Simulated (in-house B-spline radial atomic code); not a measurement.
How numerical settings move a run on the terbium ion Tb²⁺, [Xe] 4f9. Computed with an all-electron radial atomic-structure program (B-spline basis): Dirac-Kohn-Sham BLYP, spherical fractional occupations, Fermi nucleus of rms radius 5.06 fm.

Command:
```bash
python run_scf.py task.json out
```
Settings of the sound reference run:
```
Z                65
electrons        63
configuration    [Xe] 4f9
hamiltonian      dirac
method           b88,lyp
spin_polarised   False
nucleus          fermi
rms_radius       5.06
mass_number      159
atomic_mass      158.9254
speed_of_light   137.036
knot_spacing     0.22
spline_order     8
gauss_points     12
box_radius       22.22
max_iterations   70
damping          0.5
damped_steps     3
diis_vectors     10
tolerance        1e-08
start            Thomas-Fermi
```

Cost of the run: 2.1 s on 1 thread of Arm Neoverse N1, with other jobs on the host.

It converges in 10 iterations to -11718.125091 hartree, with 4f7/2 at -16.335 eV. The other runs change the listed settings, some to values that make no sense; their results aren't properties of the atom or ion. Radii are in bohr (the nuclear one in fm), a minus after a letter asks for a j subshell, and «unchanged» means within 1e-8 hartree. The run stops when the residual is below 10 × tolerance × max(1, Z/10), or a noise floor if that is larger, and the energy moves by less than 1e-8 × √|E| hartree; so very loose and very tight tolerances often act alike.

```tsv
changed settings	outcome
spline_order = 6	converged in 10 iterations, energy +1.87e-05 hartree from the reference, 4f7/2 level -9.1e-06 eV
electrons = 64, configuration = [Xe] 4f9 6p-1, max_iterations = 100	converged in 11 iterations to -11718.4368 hartree, a different physical problem
spline_order = 5	converged in 10 iterations, energy +2.79e-04 hartree from the reference, 4f7/2 level -5.3e-05 eV
knot_spacing = 0.4, first_knot = 1.54e-06, max_iterations = 100, start = bare nucleus	converged in 13 iterations, energy +8.20e-03 hartree from the reference, 4f7/2 level -4.9e-04 eV
spline_order = 10	converged in 10 iterations, energy -4.41e-06 hartree from the reference, 4f7/2 level +2.6e-06 eV
method = hf, speed_of_light = 58.51437	converged in 13 iterations to -13403.1931 hartree, a different physical problem
electrons = 66, configuration = [Xe] 4f9 6s3, max_iterations = 50	stopped with error: shell 6s holds at most 2 electrons
max_iterations = 8	not converged after 8 iterations, last residual 1.1e-04, last energy +6.36e-07 hartree from the reference
spline_order = 6, max_iterations = 100, tolerance = 0.01	converged in 9 iterations, energy +1.87e-05 hartree from the reference, 4f7/2 level +3.3e-04 eV
start = bare nucleus	converged in 13 iterations, energy unchanged, 4f7/2 level +8.1e-06 eV
spline_order = 4	converged in 10 iterations, energy +8.06e-03 hartree from the reference, 4f7/2 level -1.4e-03 eV
spline_order = 7	converged in 10 iterations, energy -3.45e-06 hartree from the reference, 4f7/2 level +1.9e-06 eV
max_iterations = 12	converged in 10 iterations, energy unchanged
```

(1) What happens with max_iterations = 5?

(2) What happens with box_radius = 1.33, max_iterations = 2, damped_steps = 0, tolerance = 0.0001?

(3) What happens with max_iterations = 2?

(4) What happens with box_radius = 11.11, first_knot = 1.54e-05, max_iterations = 50, diis_vectors = 0?

## Answers

(1) Not converged after 5 iterations, last residual 6.3e-02, last energy +6.54e-02 hartree from the reference.

(2) Not converged after 2 iterations, last residual 1.8e-01, last energy +6.57e+01 hartree from the reference.

(3) Not converged after 2 iterations, last residual 1.3e+00, last energy +3.90e+01 hartree from the reference.

(4) Converged in 43 iterations, energy -3.36e-07 hartree from the reference, 4f7/2 level +1.1e-04 eV.
